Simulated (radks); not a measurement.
Problem. The iodine ion I2+, [Kr] 4d10 5s2 5p3. Calculated with a radial shooting solver on a logarithmic mesh with Libxc functionals: non-relativistic Kohn-Sham, exchange-only B88, spin-polarised, spherical densities, point nucleus. Every spin shell is full or empty, so the densities are truly spherical. Functionals are evaluated on that one density, not self-consistently. Rank these orbital-free kinetic functionals by their error against the exact value of the orbitals, and give that value: Thomas-Fermi, von Weizsacker, TF + vW, TF + vW/5, APBEK, revAPBEK, Perdew 92, Thakkar, LKT, PG1, DePristo-Kress, Ernzerhof.

Solution. Exact: 6916.98 hartree. From best to worst, with 100 (|E| - |E exact|)/|E exact| (equal figures are ties): DePristo-Kress -0.11, APBEK +0.11, revAPBEK +0.28, Ernzerhof -0.41, Thakkar -0.60, Perdew 92 -0.67, TF + vW/5 +2.94, Thomas-Fermi -5.21, PG1 +14.72, LKT +18.76, TF + vW +35.57, von Weizsacker -59.22.
